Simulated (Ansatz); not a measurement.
Geometry optimisation, RKS PBE/6-31G* in Ansatz.

Input file:

```yaml
crystal:
  periodic: [false, false, false]
  atoms:
    - { symbol: B, position_ang: [-0.5005, 0.052, -0.3347] }
    - { symbol: C, position_ang: [1.1929, 0.0309, 0.4387] }
    - { symbol: O, position_ang: [-0.8297, -1.1468, -0.882] }
    - { symbol: O, position_ang: [-0.6032, 1.2121, -1.0307] }
    - { symbol: H, position_ang: [-0.0471, 0.2533, 1.0327] }
    - { symbol: Cl, position_ang: [-1.7564, 0.2289, 1.4358] }
    - { symbol: H, position_ang: [1.5989, 0.0806, -0.5654] }
    - { symbol: H, position_ang: [1.6377, 0.8609, 0.9832] }
    - { symbol: H, position_ang: [1.4775, -0.9149, 0.8868] }
    - { symbol: H, position_ang: [-0.8443, -1.9095, -0.3094] }
    - { symbol: H, position_ang: [-1.3258, 1.2525, -1.6551] }
basis:
  gaussian: { orbitals: "6-31G*" }
hamiltonian:
  xc: pbe
relax:
  f_tol: 0.15
  max_steps: 25
  restrain:
    - { distance: [0, 5], at: 1.86, k: 30.0 }
    - { distance: [4, 1], at: 1.07, k: 30.0 }
    - { distance: [0, 1], at: 2.9, k: 30.0 }
    - { distance: [4, 5], at: 2.63, k: 30.0 }
```

Launched with:

```bash
$ ansatz run input.yaml --threads 2 --pin off --max-ram 3072MiB --backend cpu --events-out ev --progress --plain --runs-dir out
```

Q: Where does it end, and by what steps?

A: The forces met the threshold. The restraints hold the end off the free minimum. After 9 steps the energy has fallen by 2.288 eV (the restraints' own energy left out); B1 moved furthest, 0.77 Å. Parted: B1–C2. Joined: C2–H5.

```csv
step,energy less start (eV),largest force component (eV/Å),accepted
0,0.0000,1.263,yes
1,-0.3625,2.577,yes
2,-0.6885,2.790,yes
3,-0.9104,2.300,yes
4,-1.5409,1.272,yes
5,-1.8801,0.773,yes
6,-2.0303,0.920,yes
7,-2.1749,0.996,yes
8,-2.2667,0.874,yes
9,-2.2878,0.889,yes
```

```xyz
11
Properties=species:S:1:pos:R:3
B -1.269 0.021 -0.359
C 1.462 0.139 0.657
O -0.937 -1.152 -0.982
O -1.174 1.227 -0.977
H 0.568 0.466 1.176
Cl -2.019 0.003 1.319
H 1.361 0.251 -0.430
H 2.307 0.760 0.996
H 1.677 -0.913 0.904
H -1.155 -1.920 -0.422
H -0.821 1.119 -1.883
```

The run took 35 s on 2 threads of Arm Neoverse N1 (shared host), peak memory 0.15 GiB.
